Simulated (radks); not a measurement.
Values are calculated unless marked as measured or tabulated.
Fractional charge and spin in the 3p shell of potassium: the spin-up occupation runs from 2 to 3 and the spin-down occupation from 2 to 3; the fullest corner is K, [Ne] 3s2 4s(up 0.5, down 0.5) 3p(up 3, down 3). Code: a radial shooting solver on a logarithmic mesh with Libxc functionals. Model: non-relativistic Kohn-Sham, PBE, spin-polarised, spherical densities, point nucleus. Energy (eV) minus the two flat planes that join the four corners (they meet along the diagonal where the two added fractions sum to one electron); zero is where a piecewise linear energy would lie.

\begin{tabular}{lrrr}
down \ up & 2 & 2.5 & 3 \\ \hline
2 & 0.000 & -1.722 & 0.000 \\
2.5 & -1.722 & 0.297 & -1.498 \\
3 & 0.000 & -1.498 & 0.000 \\
\end{tabular}

Corners above the fullest one (they belong to K+ and the next ion): (up 3, down 2) 24.665 eV, (up 2, down 3) 24.665 eV, (up 2, down 2) 63.440 eV. With half an added electron in each spin the energy lies 0.297 eV from the planes, and with half an added electron in spin up alone -1.722 eV. The planes are only a guide here: the flat-plane condition holds for ground states with one frontier orbital, while this shell lies below other occupied shells, so the corners above the fullest one are inner-hole states and not the ground states of those ions.
